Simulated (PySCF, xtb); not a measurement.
C2H9NSi3, SMILES N#C[C@H]([SiH3])[SiH2][SiH3]. The values are those of a single conformer.

Harmonic wavenumbers (cm⁻¹) from GFN2-xTB (xtb 6.7.1) at its own minimum, in rising order: 16, 37, 79, 106, 133, 152, 186, 356, 412, 444, 461, 465, 486, 506, 543, 575, 661, 681, 763, 776, 782, 784, 803, 808, 813, 817, 1029, 1047, 1159, 2181, 2205, 2221, 2238, 2272, 2276, 2278, 2301, 2375, 2916.

Question: What does ωB97X-D3(BJ)/def2-SVP (PySCF 2.14.0) give at its own minimum? (The exact figures need the calculation; the answer reports its results.)

Answer: 30, 75, 100, 130, 136, 167, 188, 368, 431, 458, 500, 516, 547, 582, 641, 683, 777, 812, 833, 897, 935, 944, 951, 957, 959, 961, 1033, 1038, 1233, 2244, 2251, 2255, 2257, 2269, 2274, 2277, 2285, 2410, 3105. Paired by order, the mean absolute difference is 62 cm⁻¹ and the zero-point energies are 56.0 and 59.3 kcal/mol.
